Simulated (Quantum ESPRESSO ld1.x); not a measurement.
The numbers below are computed, except where a source is named.
Sr, configuration [Kr] 5s2.

Code: ld1.x of Quantum ESPRESSO 7.5. Model: Dirac Kohn-Sham, LDA (Slater exchange, Perdew-Zunger correlation), spin-unpolarised, spherical densities, point nucleus.

Energy parts (Ry):
part                     energy
total                  -6352.24
kinetic                 6541.35
electron-nucleus      -15336.67
Hartree                 2645.77
exchange-correlation    -202.68

Orbitals (lengths in bohr, moments of r in powers of bohr; <r^-3> diverges for s and p1/2; r(90%) holds 90 % of the orbital's charge):
| orbital | occ. | eigenvalue (Ry) | r(90%) | <r^-3> | <r^2> | small-component weight |
|---|---|---|---|---|---|---|
| 1s1/2 | 2 | -1169.11 | 0.0702 | - | 0.002071 | 1.90e-02 |
| 2s1/2 | 2 | -158.312 | 0.267 | - | 0.03510 | 3.82e-03 |
| 2p1/2 | 2 | -144.191 | 0.242 | - | 0.02673 | 3.83e-03 |
| 2p3/2 | 4 | -139.173 | 0.247 | 1710 | 0.02814 | 3.72e-03 |
| 3s1/2 | 2 | -24.4410 | 0.732 | - | 0.2791 | 9.65e-04 |
| 3p1/2 | 2 | -19.3115 | 0.749 | - | 0.2830 | 9.15e-04 |
| 3p3/2 | 4 | -18.5404 | 0.764 | 265.5 | 0.2950 | 8.86e-04 |
| 3d3/2 | 4 | -9.49987 | 0.806 | 36.27 | 0.3008 | 7.71e-04 |
| 3d5/2 | 6 | -9.36519 | 0.812 | 34.88 | 0.3051 | 7.63e-04 |
| 4s1/2 | 2 | -3.00567 | 1.99 | - | 2.093 | 1.85e-04 |
| 4p1/2 | 2 | -1.73825 | 2.32 | - | 2.761 | 1.44e-04 |
| 4p3/2 | 4 | -1.65145 | 2.38 | 29.93 | 2.889 | 1.38e-04 |
| 5s1/2 | 2 | -0.26792 | 6.35 | - | 20.82 | 2.05e-05 |

The highest occupied level is 5s1/2 at -3.645 eV. Summed over all electrons, <r^2> = 68.49 bohr^2, which gives a Langevin (diamagnetic) susceptibility term of -54.2 x 10^-6 cm^3/mol. The density falls to 0.001 e/bohr^3 at r = 5.23 bohr.
